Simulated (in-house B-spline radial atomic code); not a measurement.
Values are calculated unless marked as measured or tabulated.
**He in an electron gas of r_s = 3.6: phase shifts, screening and friction**

A nucleus sits in a uniform electron gas with a rigid positive background. The Kohn-Sham equations are solved self-consistently in the spin-unpolarised LDA (PW92), non-relativistic, on B-splines with outgoing waves at the boundary and partial waves to l = 8. The model has no lattice, no bands and no magnetic solution. Atomic units; δ_l are the phase shifts at the Fermi level, counted so that each bound state adds π, and good to about 0.0005.

The density parameter is r_s = 3.6 bohr.

```tsv
l	δ_l (rad)
0	2.5120
1	0.1859
2	0.0161
3	-0.0012
4	-0.0002
5	-0.0002
6	-0.0001
7	-0.0001
8	-0.0001
```

Bound levels below the band bottom (hartree): s -0.4297.

Q: Check the Friedel sum rule, and say where the screening charge sits.

A: k_F = (9π/4)^(1/3)/r_s = 0.53310. The rule is Z = (2/π) Σ (2l + 1) δ_l. The terms are s 1.599, p 0.355, d 0.051, f -0.005 and -0.005 beyond, in all 1.995 against Z = 2. Bound states hold 2 s, 0 p, 0 d electrons, so the scattering states carry -0.01 in all; where a term is smaller than its bound count, the bound level has drawn weight out of the band.

Q: Find the transport cross section and the electronic stopping of a 2 keV He ion (mass 4.0 u).

A: σ_tr = (4π/k_F²) Σ (l + 1) sin²(δ_l − δ_(l+1)). The terms for l = 0 to 3 are 0.5301, 0.0571, 0.0009, 0.0000, all together 0.5881, so σ_tr = 44.217 × 0.5881 = 26.004 bohr². With n = 3/(4π r_s³) = 0.005117, the friction coefficient is Q = n k_F σ_tr = 0.0709. For v well below v_F = 0.533, dE/dx = Q v; with 24801 eV per u at v = 1, v = √(2000/(24801 × 4.0)) = 0.1420, so dE/dx = 0.01007 hartree/bohr = 5.18 eV/nm. The largest term couples the s and p waves.
